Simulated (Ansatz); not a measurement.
The cluster Cd2O3H2, relaxed as a singlet with RKS r2SCAN-D4/def2-SVP in Ansatz, starting from the GFN1-xTB geometry. Force threshold 0.02 eV/Å.

In the def2 sets Cd takes a core potential; there is no spin–orbit coupling. The structure comes from a short search, and lower isomers may exist.

Start:

```xyz
7

Cd   -0.401   -0.100    0.729
Cd    0.634    1.822   -1.073
O    -0.624    1.846    0.377
O     1.643    0.160   -1.409
O    -0.985   -1.808    1.413
H    -1.577   -1.618    2.144
H     1.310   -0.303   -2.181
```

```tsv
step	energy (eV)	largest force component (eV/Å)	SCF passes
1	-15295.8091	1.535	20
2	-15296.1355	0.476	31
3	-15296.2928	0.724	23
4	-15296.4967	0.860	30
5	-15296.6858	0.727	22
6	-15296.8535	0.533	23
7	-15296.9767	0.315	23
8	-15297.0571	0.222	22
9	-15297.1061	0.084	22
10	-15297.1277	0.138	28
11	-15297.1387	0.103	28
12	-15297.1492	0.081	27
13	-15297.1553	0.110	27
14	-15297.1585	0.125	27
15	-15297.1603	0.025	22
16 (rejected)	-15296.9480	3.338	29
17	-15297.1604	0.023	23
18	-15297.1605	0.002	22
19 (rejected)	-15297.1605	0.072	22
20	-15297.1606	0.020	22
```

Force components are those of the run's own axes.

End:

Cartesian coordinates in Å:
```
Cd -0.974 -0.087 1.455
Cd 0.896 1.057 -1.084
O -0.369 1.421 0.365
O 2.262 0.854 -2.481
O -1.552 -1.492 2.701
H -2.172 -2.093 2.264
H 1.909 0.341 -3.222
```

By distances, no bond broke or formed, bridged metal pairs apart. The bond that changes most is Cd2–O3, from 1.92 to 1.96 Å (atoms count from 1). Metal–metal contacts that move far: Cd1–Cd2 2.83 to 3.35 Å.

The force fell under the threshold at step 18, but the optimiser went on. No frequencies were taken in this run, so the end may be a saddle point.

Run time 36 s (4 threads of Arm Neoverse V1 on a shared host).
